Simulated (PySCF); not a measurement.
# One molecule, several mistakes: GeH4O2Si

All numbers below are calculated, not measured. They come from PySCF 2.14.0, an open-source quantum chemistry program, on an isolated molecule that a program drew, which may never have been made. The molecule is GeH4O2Si (charge 0, singlet), drawn as the SMILES string `O[Si][O][GeH3]`.

Each row is a Hartree-Fock (HF) and frozen-core CCSD(T) single point in the cc-pV(D+d)Z basis, meant for a local HF minimum. Run 1 is clean. Each other run has one planted mistake out of seven kinds, and not every kind appears here: one electron removed, one electron added, multiplicity raised by two, geometry at a saddle point, minimal basis STO-3G, one bond length entered in bohr, all coordinates scaled. The reference is restricted for singlets and unrestricted otherwise, and also for a bond in bohr. Adding or removing an electron swaps singlet and doublet. Electrons count all cores. HOMO and LUMO are orbital energies over both spins, the gradient is its largest component, and the lowest frequency (negative if imaginary) is given only where the gradient is small. Bond lengths are over the 7 bonds as drawn. T1 is the CCSD diagnostic: over 0.02 (restricted) or 0.045 (unrestricted) a single reference is doubtful. Germanium has the cc-pVDZ-PP basis, with a core potential (ECP10MDF) in place of its 10 inner electrons, and its 3s, 3p and 3d shells are frozen in CCSD(T).

Geometry of the clean run:
```xyz
8
GeH4O2Si, angstrom
O    -1.0972    0.1697   -2.2218
Si   -0.2770   -0.1545   -0.8083
O    -1.3651    0.4125    0.2626
Ge   -2.9865    1.1802    0.2004
H    -0.6789   -0.0670   -3.0372
H    -2.8788    2.4913   -0.5726
H    -3.9609    0.2145   -0.4672
H    -3.3678    1.4289    1.6566
```

```
run,electrons,basis functions,<S^2>,HOMO (eV),LUMO (eV),gradient (hartree/bohr),lowest frequency (cm^-1),mean bond (Å),longest bond (Å),T1,HF (hartree),CCSD(T) (hartree),mistake
1,66,94,0.000,-9.31,2.41,2.2e-05,93,1.5162,1.795,0.0159,-734.45058,-735.05344,no fault
2,66,94,2.004,-6.62,0.37,1.8e-02,-,1.5162,1.795,0.0168,-734.36068,-734.93216,multiplicity raised by two
3,67,94,0.778,0.91,7.79,7.3e-02,-,1.5162,1.795,0.0184,-734.38869,-734.99385,one electron added
4,65,94,0.760,-16.65,-7.25,9.3e-02,-,1.5162,1.795,0.0218,-734.14773,-734.72627,?
```

**Which mistake was planted in run 4, and what did it cost?**

It counts 65 electrons, one fewer than the clean run, at the same geometry and basis. So the mistake is: one electron removed. Subtracting run 1 and multiplying by 627.51 kcal/mol a hartree, the energy moved by 190.0 kcal/mol in HF and 205.3 kcal/mol in CCSD(T).

Cautions from the logs. Run 3: the HOMO is above zero, so the electron isn't bound and the energy depends on the basis.
